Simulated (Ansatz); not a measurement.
Relaxation of C₂H₇BO (11 atoms, charge 0, multiplicity 1), to a largest force component of 0.02 eV/Å in at most 50 steps.

Method: RKS CAM-B3LYP-D4/def2-SVP in Ansatz.

```xyz
11
Properties=species:S:1:pos:R:3
C -0.046 1.246 -0.603
B -0.103 -0.268 -0.295
C 0.537 -0.801 1.029
O -0.637 -1.192 -1.237
H -0.597 1.470 -1.603
H -0.631 1.853 0.187
H 0.980 1.657 -0.667
H 0.513 -1.890 1.088
H 1.649 -0.511 1.099
H 0.065 -0.349 1.943
H -1.665 -1.271 -0.920
```

Question: Where does it end, and by what steps?

Answer: It converged. After 12 steps the energy has fallen by 1.157 eV; H11 moved furthest, 0.85 Å.

| step | energy less start (eV) | largest force component (eV/Å) | accepted |
| --- | --- | --- | --- |
| 0 | 0.0000 | 3.652 | yes |
| 1 | -0.4276 | 1.484 | yes |
| 2 | -0.5428 | 0.856 | yes |
| 3 | -0.7418 | 1.255 | yes |
| 4 | -0.8175 | 2.230 | yes |
| 5 | -1.0735 | 0.830 | yes |
| 6 | -1.1313 | 0.511 | yes |
| 7 | -1.1521 | 0.155 | yes |
| 8 | -1.1553 | 0.066 | yes |
| 9 | -1.1561 | 0.020 | yes |
| 10 | -1.1564 | 0.051 | yes |
| 11 | -1.1565 | 0.045 | yes |
| 12 | -1.1567 | 0.003 | yes |

```xyz
11
Properties=species:S:1:pos:R:3
C -0.072 1.351 -0.621
B -0.218 -0.178 -0.278
C 0.480 -0.817 0.988
O -0.979 -0.927 -1.117
H -0.424 1.593 -1.634
H -0.675 1.939 0.093
H 0.964 1.705 -0.505
H 0.194 -1.862 1.192
H 1.575 -0.789 0.855
H 0.272 -0.222 1.893
H -1.051 -1.849 -0.844
```

Time of the run: 27 s on 2 threads of Arm Neoverse V1, with other jobs on the host, peak memory 0.2 GiB.
